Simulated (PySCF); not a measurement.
**MTm for M along the halogens**

PBE0 with double-zeta basis sets in PySCF, for the lowest determinant that a PBE0 search found; no spin–orbit coupling. De refers to high-spin ground-configuration atoms. A positive dipole means M(−)Tm(+).

```tsv
M	basis	state (unpaired electrons)	Re (Å)	ωe (cm⁻¹)	De (eV)	μ (D)
F	x2c-SVPall	triplet (f population 12.6)	1.966	557	5.26	3.00
Cl	x2c-SVPall	triplet (f population 12.9)	2.474	300	4.14	4.47
Br	x2c-SVPall	triplet (f population 12.9)	2.641	199	3.60	4.83
```

The shortest bond is that of TmF (1.966 Å), the longest that of TmBr (2.641 Å). TmF is bound most strongly (5.26 eV) and TmBr least (3.60 eV).

The state changes along the series, so neighbouring rows are not always alike in their bonding.

These are scalar-relativistic numbers at best; spin–orbit coupling would shift them, the dissociation energy most. The state is the lowest single determinant that the PBE0 search found; with open d or f shells the true ground state can be another one.
